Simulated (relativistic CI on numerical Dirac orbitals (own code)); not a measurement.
# Level scheme of Os³⁷⁺

These numbers are calculated, not measured: Dirac-Coulomb-Breit CI, KLI orbitals optimised for each configuration, model QED, unscaled Slater integrals (own radial code, finite nucleus).

Configurations in the expansion (outside the closed core [Ar] 3d10): 4s2.4p6.4d3, 4s2.4p6.4d2.4f, 4s2.4p5.4d4, 4s.4p6.4d4, 4s2.4p5.4d3.4f, 4s.4p6.4d3.4f, 4s2.4p6.4d2.5s, 4s2.4p6.4d.4f.5s, 4s2.4p6.4d2.5p, 4s2.4p6.4d2.5d, 4s2.4p5.4d3.5s, 4p6.4d4.4f, 4s2.4p6.4d2.5f, 4s2.4p5.4d3.5p, 4s2.4p6.4d.5s.5p, 4s.4p6.4d2.4f.5s, 4s2.4p6.4d2.5g, 4s.4p6.4d3.5s, 4s2.4p6.4d2.6s, 4s2.4p6.4d2.6p, 4s2.4p6.4d2.6f, 4s2.4p6.4d2.7p, 4s2.4p6.4d.4f2, 4s2.4p6.4f3, 4s2.4p5.4d.4f3, 4s.4p6.4d.4f3, 4s2.4p6.4f2.5s, 4s2.4p6.4d.5s2, 4s2.4p6.4f.5s2, 4s2.4p5.4d.4f.5s2, 4s.4p6.4d.4f.5s2, 4s2.4p6.4d.5p2, 4s2.4p6.4f.5p2, 4s2.4p5.4d.4f.5p2, 4s.4p6.4d.4f.5p2, 4s2.4p6.5s.5p2. Double excitations out of closed p, d and f shells are left out; levels of such configurations are missing from the list, as are those of other unlisted configurations, and high levels can miss mixing partners. These lack a partner that the ground configuration has and come out too high: 4s2.4p6.4d2.5p, 4s2.4p6.4d2.5d, 4s2.4p5.4d3.5s, 4s2.4p6.4d2.5f, 4s2.4p5.4d3.5p.

The lowest level is 4s2.4p6.4d3 4F_3/2, with 49 % of that term; Hund's rules for 4s2.4p6.4d3 give 4F with J = 3/2, in agreement.

```csv
No.,Configuration,Term,J,E (eV),%,Next component (%),Landé g
1,4s2.4p6.4d3,4F,3/2,0.000,49,36 2D,0.691
2,4s2.4p6.4d3,4F,5/2,17.448,83,14 2D,1.052
3,4s2.4p6.4d3,4P,3/2,20.096,39,29 4F,1.205
4,4s2.4p6.4d3,2G,7/2,21.653,46,37 4F,1.055
5,4s2.4p6.4d3,2H,9/2,21.972,43,42 2G,1.049
6,4s2.4p6.4d3,4P,1/2,22.287,59,40 2P,1.865
7,4s2.4p6.4d3,4P,5/2,31.225,43,36 2D,1.297
8,4s2.4p6.4d3,4F,7/2,38.965,61,36 2G,1.106
9,4s2.4p6.4d3,4F,9/2,40.813,52,41 2H,1.138
10,4s2.4p6.4d3,4P,3/2,42.806,40,39 2D,1.129
11,4s2.4p6.4d3,2P,1/2,44.054,59,40 4P,1.463
12,4s2.4p6.4d3,2D,5/2,44.779,42,31 4P,1.252
13,4s2.4p6.4d3,2H,11/2,44.914,99,1 4s2.4p5.4d3.4f 2H,1.087
14,4s2.4p6.4d3,2D,5/2,47.936,44,40 2F,1.100
15,4s2.4p6.4d3,2F,7/2,48.586,81,17 2G,1.097
16,4s2.4p6.4d3,2D,3/2,56.698,71,22 2P,0.930
17,4s2.4p6.4d3,2G,9/2,62.153,51,34 4F,1.154
18,4s2.4p6.4d3,2D,3/2,68.069,51,34 2P,1.089
19,4s2.4p6.4d3,2D,5/2,72.761,62,22 2F,1.163
20,4p5.4d4(3P),4P°,3/2,167.760,21,18 4D°,1.506
21,4p5.4d4(5D),6D°,5/2,181.585,34,21 4D°,1.525
22,4p5.4d4(5D),6D°,7/2,185.437,29,20 4D°,1.361
23,4p5.4d4(5D),6D°,1/2,185.640,29,29 4P°,1.933
24,4p5.4d4(3F),4F°,9/2,186.389,30,19 4G°,1.266
25,4p5.4d4(3P),2D°,3/2,187.124,26,24 4F°,1.265
26,4p5.4d4(3F),4G°,11/2,189.624,35,22 2H°,1.187
27,4p5.4d4(1G),2G°,7/2,189.877,23,20 2F°,1.069
28,4p5.4d4(5D),4F°,5/2,192.193,28,18 2D°,1.050
29,4p5.4d4(3F),4D°,3/2,192.676,23,20 6P°,1.487
30,4p5.4d4(3F),4D°,5/2,194.928,26,17 4F°,1.269
31,4p5.4d4(3F),2G°,9/2,196.834,26,20 4F°,1.156
32,4p5.4d4(3F),4F°,7/2,197.733,28,16 2F°,1.177
33,4p5.4d4(3H),4G°,5/2,198.940,34,22 2F°,0.822
34,4p5.4d4(5D),6D°,9/2,202.261,34,16 2G°,1.256
35,4p5.4d4(5D),6D°,7/2,202.351,27,20 2F°,1.312
36,4p5.4d4(5D),4D°,1/2,203.546,29,21 2P°,0.835
37,4p5.4d4(5D),6D°,3/2,203.919,22,18 4F°,1.449
38,4p5.4d4(1F),2D°,3/2,204.213,26,22 4F°,0.837
39,4p5.4d4(3F),4D°,1/2,204.632,36,24 4P°,1.318
40,4p5.4d4(5D),6F°,11/2,205.371,26,24 4G°,1.204
41,4p5.4d4(3D),4D°,7/2,207.047,34,15 4F°,1.164
42,4p5.4d4(3G),4F°,5/2,207.094,29,16 2D°,1.233
43,4p5.4d4(3G),4H°,13/2,208.018,48,44 4I°,1.158
44,4p5.4d4(3F),4D°,5/2,208.170,36,15 4P°,1.303
45,4p5.4d4(3D),4P°,3/2,208.723,30,22 4F°,1.348
46,4p5.4d4(3H),4H°,9/2,208.813,25,17 4F°,1.153
47,4p5.4d4(3H),4G°,7/2,208.817,27,25 4F°,1.134
48,4s2.4p5.4d4,4G°,11/2,209.132,30,20 2I°,1.178
49,4p5.4d4(3F),2D°,5/2,210.058,20,19 4P°,1.185
50,4p5.4d4(3H),4I°,15/2,210.256,54,45 2K°,1.135
51,4p5.4d4(1I),2H°,9/2,210.527,30,26 4G°,1.078
52,4p5.4d4(3P),4D°,7/2,211.426,25,16 2G°,1.147
53,4p5.4d4(1G),2H°,11/2,212.242,47,18 4H°,1.083
54,4p5.4d4(3G),4G°,9/2,212.615,29,28 2G°,1.154
55,4p5.4d4(1G),2F°,5/2,213.260,41,21 4G°,0.995
56,4p5.4d4(3H),2I°,13/2,214.718,52,33 4H°,1.108
57,4p5.4d4(3H),4G°,7/2,214.833,24,20 4D°,1.113
58,4p5.4d4(3F),4F°,3/2,215.170,36,23 2D°,0.941
59,4d2(3F).4f,2G°,7/2,216.355,30,24 4H°,0.972
60,4d2(3F).4f,4I°,9/2,216.847,38,27 2H°,0.892
61,4p5.4d4(3F),4G°,11/2,217.751,45,20 4H°,1.168
62,4p5.4d4(3D),2D°,3/2,219.066,34,18 4F°,1.080
63,4p5.4d4(1G),2F°,5/2,219.554,24,18 4F°,1.160
64,4p5.4d4(3G),2H°,9/2,219.649,23,20 4F°,1.126
65,4p5.4d4(3F),4D°,1/2,219.696,56,18 2P°,0.674
66,4p5.4d4(1D),2D°,3/2,221.262,22,20 2P°,1.255
67,4p5.4d4(3F),4F°,5/2,221.412,20,16 2D°,1.042
68,4p5.4d4(3P),4D°,7/2,221.980,30,14 4G°,1.113
69,4p5.4d4(5D),4F°,3/2,222.047,26,20 4D°,0.943
70,4p5.4d4(1D),2D°,5/2,222.144,27,17 4F°,1.110
```

Energies count from the lowest computed level; ° marks odd parity. Percentages are summed over parent terms; the parents shown are those of the largest component, closed shells are left out there.

The mean weight of the leading LS term, summed over parents, in these 70 levels is 38 %, and that of the leading jj configuration (from the same eigenvectors) 86 %, so jj coupling describes them better and the LS labels are nominal.

At this charge energies of transitions that change n are usually good to better than 1 %, and those within a shell (Δn = 0) to a few per cent. Terms inside the open d or f shell come out 10 to 20 % too wide with unscaled integrals.

LS names give the leading component of a level, which can be under half, so a name can repeat, a term be missing and a line seem to break the LS rules.
